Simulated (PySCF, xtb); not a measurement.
B(H)(Et)(OMe) (C₃H₉BO), SMILES CCBOC.

xtb with GFN2-xTB at its own geometry gives an orbital gap of 5.49 eV and a dipole moment of 2.00 D.

Geometry optimised at r2SCAN-D4/def2-SVP. The structure was generated by enumeration, and PubChem lists no compound with its InChIKey, so it may never have been made. Other conformers were not sampled.

Q: What does PBE/def2-TZVP run with PySCF give? (The exact figures need the calculation; the answer reports its results.)

A: gap 5.62 eV (levels -6.56 and -0.94 eV), dipole 1.88 D.
